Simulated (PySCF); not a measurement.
C₈H₈.
Atom-mapped SMILES: `[CH2:1]=[CH:2][C:3]#[C:4][CH:5]=[C:6]1[CH2:7][CH2:8]1` (hydrogens: H9, H10 on C1; H11 on C2; H12 on C5; H13, H14 on C7; H15, H16 on C8)

Level: CAM-B3LYP/def2-SVPD in PySCF, non-relativistic, on one gas-phase PBE0-D3(BJ)/def2-SVP geometry that isn't relaxed in the solvent. The solvent is an IEF-PCM continuum (cavity from Bondi-type radii × 1.2). Only the electrostatic response of the medium enters.

Gas phase at CAM-B3LYP/def2-SVPD: HOMO -7.43 eV, LUMO -0.36 eV, dipole 0.95 D.

Question: What does the continuum do to the energy, the frontier levels and the dipole at CAM-B3LYP/def2-SVPD in acetonitrile and dimethylsulfoxide?

Answer: 
```json
{"solvent": "acetonitrile", "ε": "35.69", "E(solvent) − E(gas) (kcal/mol)": "-3.83", "polarisation term (kcal/mol)": "-4.47", "distortion of the solute (kcal/mol)": "0.64", "HOMO (eV)": "-7.56", "LUMO (eV)": "-0.43", "dipole (D)": "1.33"}
{"solvent": "dimethylsulfoxide", "ε": "46.83", "E(solvent) − E(gas) (kcal/mol)": "-3.87", "polarisation term (kcal/mol)": "-4.53", "distortion of the solute (kcal/mol)": "0.66", "HOMO (eV)": "-7.56", "LUMO (eV)": "-0.43", "dipole (D)": "1.33"}
```

Polarisation term: ½ Σ q·V over the induced surface charges. Distortion: the rise of the solute's own energy as its density leaves the gas-phase optimum. From acetonitrile to dimethylsulfoxide the lowering changes by a factor 1.01, Onsager's factor (ε − 1)/(2ε + 1) by 1.01 and ε itself by 1.3.

Question: How does the static polarisability (CAM-B3LYP/def2-SVPD, frozen core, with the continuum's full static response) change?

Answer: 
```csv
medium,isotropic (au),principal values (au),⟨r²⟩ of the electrons (bohr²)
gas,109.6,"61.0, 90.7, 177.2",1555.9
acetonitrile,149.4,"83.7, 127.2, 237.3",1552.7
dimethylsulfoxide,149.9,"84.1, 127.8, 237.9",1552.7
```

The isotropic value in dimethylsulfoxide is 1.37 times the gas-phase one; no cavity-field correction is applied. ⟨r²⟩ is taken about the centre of nuclear charge.
